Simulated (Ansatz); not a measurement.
Mulliken charges of `O[SiH2][S][GeH3]` from ωB97M-V/def2-TZVPP in Ansatz (PBE0-D4/def2-TZVP geometry).

```json
{"atom": "O1", "x (Å)": "-1.007", "y (Å)": "1.567", "z (Å)": "-1.516", "charge (e)": "-0.365"}
{"atom": "Si2", "x (Å)": "0.317", "y (Å)": "1.346", "z (Å)": "-0.572", "charge (e)": "0.400"}
{"atom": "S3", "x (Å)": "1.216", "y (Å)": "-0.573", "z (Å)": "-0.806", "charge (e)": "-0.315"}
{"atom": "Ge4", "x (Å)": "0.172", "y (Å)": "-1.611", "z (Å)": "0.864", "charge (e)": "0.087"}
{"atom": "H5", "x (Å)": "-1.700", "y (Å)": "0.905", "z (Å)": "-1.481", "charge (e)": "0.176"}
{"atom": "H6", "x (Å)": "-0.025", "y (Å)": "1.508", "z (Å)": "0.867", "charge (e)": "-0.047"}
{"atom": "H7", "x (Å)": "1.288", "y (Å)": "2.366", "z (Å)": "-1.017", "charge (e)": "-0.022"}
{"atom": "H8", "x (Å)": "0.712", "y (Å)": "-1.117", "z (Å)": "2.213", "charge (e)": "0.033"}
{"atom": "H9", "x (Å)": "0.452", "y (Å)": "-3.107", "z (Å)": "0.673", "charge (e)": "0.035"}
{"atom": "H10", "x (Å)": "-1.340", "y (Å)": "-1.335", "z (Å)": "0.777", "charge (e)": "0.017"}
```

Task: By hand: the dipole of these point charges (1 e Å = 4.8032 D).

Result: Σ q r = (-0.184, -0.125, 0.484) e Å, of length 0.533 e Å = 2.56 D.

Task: How does the dipole of the full density compare? (Estimate.)

Result: Ansatz gave: (-0.260, -0.230, 0.263) e Å, 2.09 D; the point charges give 1.22 times that, at 28° from its direction.

Point charges leave out the atoms' own dipoles, such as those of lone pairs, and Mulliken's split depends on the basis, so the two needn't agree.
